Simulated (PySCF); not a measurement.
Compound: C6H12NPSi.
Bonds: C1–C2 (double), C2–C3, C3–P4, P4–Si5, P4–C6, C6–C7, C7–C8, C8–N9 (triple). Hydrogens: H10, H11 on C1; H12 on C2; H13, H14 on C3; H15, H16, H17 on Si5; H18, H19 on C6; H20, H21 on C7.

Computed with PySCF at PBE0/pcSseg-1, non-relativistic, on one gas-phase PBE0-D3(BJ)/def2-SVP geometry that isn't relaxed in the solvent. The solvent is an IEF-PCM continuum (Bondi radii, 1.10 Å for H, scaled by 1.2). Specific hydrogen bonds and non-electrostatic terms are outside this model.

Gas phase at PBE0/pcSseg-1: HOMO -7.18 eV, LUMO -0.50 eV, dipole 3.83 D.

Problem. What does the continuum do to the energy, the frontier levels and the dipole at PBE0/pcSseg-1 in dichloromethane and dimethylsulfoxide?

Solution. 
```csv
solvent,ε,E(solvent) − E(gas) (kcal/mol),polarisation term (kcal/mol),distortion of the solute (kcal/mol),HOMO (eV),LUMO (eV),dipole (D)
dichloromethane,8.93,-7.26,-8.45,1.19,-6.94,-0.19,4.59
dimethylsulfoxide,46.83,-8.47,-10.10,1.63,-6.91,-0.15,4.69
```

Polarisation term: ½ Σ q·V over the induced surface charges. Distortion: the rise of the solute's own energy as its density leaves the gas-phase optimum. From dichloromethane to dimethylsulfoxide the lowering changes by a factor 1.17, Onsager's factor (ε − 1)/(2ε + 1) by 1.15 and ε itself by 5.2.

Problem. Which radius a makes the point-dipole formula ΔE = −[(ε − 1)/(2ε + 1)]·μ²/a³ give the value in dimethylsulfoxide, with the gas-phase dipole?

Solution. μ = 1.507 au and |ΔE| = 0.01349 Eh give a = 2.29 Å; the farthest nucleus lies 4.47 Å from the centroid of the nuclei, so such a sphere wouldn't even hold the nuclei. The formula assumes a rigid point dipole at the centre of a sphere.

Problem. Which Hirshfeld charges (PBE0/pcSseg-1) respond most in dichloromethane (means over atoms taken as equivalent)?

Solution. 
```csv
atoms,environment,gas (e),solvent (e),change
N9,nitrile nitrogen,-0.231,-0.286,-0.055
C8,nitrile carbon,+0.084,+0.102,+0.018
P4,three-coordinate phosphorus,+0.067,+0.055,-0.012
H20/H21,methylene hydrogen,+0.061,+0.072,+0.011
C1,terminal =CH2 carbon,-0.097,-0.104,-0.007
C7,sp3 carbon next to a nitrile,-0.042,-0.036,+0.006
```

Problem. Which Mayer bond orders change most in dichloromethane?

Solution. 
```csv
bond,length (Å),gas,solvent,change
C7–H21,1.103,0.919,0.909,-0.010
C7–C8,1.458,1.019,1.027,+0.008
C8–N9,1.157,3.060,3.068,+0.008
C7–H20,1.102,0.919,0.911,-0.008
C3–H14,1.103,0.931,0.927,-0.004
Si5–H16,1.499,0.916,0.920,+0.004
C6–C7,1.529,1.003,1.000,-0.003
C1–C2,1.335,1.965,1.963,-0.002
```

Conformer computed: `[CH2:1]=[CH:2][CH2:3][P:4]([SiH3:5])[CH2:6][CH2:7][C:8]#[N:9]`: C1–C2–C3–P4 -111°, C2–C3–P4–Si5 174°, C3–P4–C6–C7 -174°, P4–C6–C7–C8 177°.
